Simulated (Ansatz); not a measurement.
The cluster Ti₂Te₃, 5 atoms. Hardware: 4 threads of Intel Xeon 6975P-C on a shared host.

In the def2 sets Te takes a core potential; there is no spin–orbit coupling. Correlated methods freeze 22 core orbitals; core or outer-core shells of Ti, Te are correlated, in sets that lack core-valence functions.

How many basis functions does each of these Ansatz runs have, and roughly what does it cost? CAM-B3LYP-D4/def2-TZVP, charge 0 singlet, energy, from earlier orbitals; r2SCAN-D4/def2-TZVP, charge 0 singlet, energy, from earlier orbitals; HF/STO-3G, charge 0 singlet, energy; PBE0-D4/def2-SVP, charge 0 singlet, energy, from earlier orbitals; HSE06-D4/def2-TZVP, charge 0 singlet, energy, from earlier orbitals; PBE0-D4/def2-TZVP, charge 0 singlet, energy, from earlier orbitals; PBE-D4/def2-TZVP, charge 0 singlet, energy and forces, from earlier orbitals; PBE-D4/def2-SVP, charge 0 singlet, relaxation, 5 steps; MP2/def2-TZVP, charge 0 singlet, energy, from earlier orbitals; CCSD(T)/def2-SVP, charge 0 singlet, energy, from earlier orbitals; r2SCANh-D4/def2-TZVP, charge 0 singlet, energy, from earlier orbitals; PBE-D4/def2-SVP, charge 0 singlet, energy, from earlier orbitals.

Other jobs shared the machine, so times can vary by a factor of up to 3. A dash marks memory too small to be measured apart from the calling script's.

```
                                                                         run  functions  fitting or Cholesky vectors  wall time  peak host memory (GiB)
            PBE-D4/def2-SVP, charge 0 singlet, energy, from earlier orbitals        140                         1720      1.4 s                       –
                                         HF/STO-3G, charge 0 singlet, energy        117                         1370      1.8 s                       –
           PBE0-D4/def2-SVP, charge 0 singlet, energy, from earlier orbitals        140                         1699      2.6 s                       –
PBE-D4/def2-TZVP, charge 0 singlet, energy and forces, from earlier orbitals        240                         1984        3 s                       –
        r2SCAN-D4/def2-TZVP, charge 0 singlet, energy, from earlier orbitals        240                         1984      4.5 s                       –
         HSE06-D4/def2-TZVP, charge 0 singlet, energy, from earlier orbitals        240                         2246        5 s                     1.3
          PBE0-D4/def2-TZVP, charge 0 singlet, energy, from earlier orbitals        240                         2246        5 s                     1.3
     CAM-B3LYP-D4/def2-TZVP, charge 0 singlet, energy, from earlier orbitals        240                         2174      6.5 s                     1.4
       r2SCANh-D4/def2-TZVP, charge 0 singlet, energy, from earlier orbitals        240                         2063      6.5 s                     1.3
                      PBE-D4/def2-SVP, charge 0 singlet, relaxation, 5 steps        140                         1720      6.5 s                       –
              MP2/def2-TZVP, charge 0 singlet, energy, from earlier orbitals        240                         2244       18 s                     1.3
           CCSD(T)/def2-SVP, charge 0 singlet, energy, from earlier orbitals        140                         1699       42 s                     1.4
```
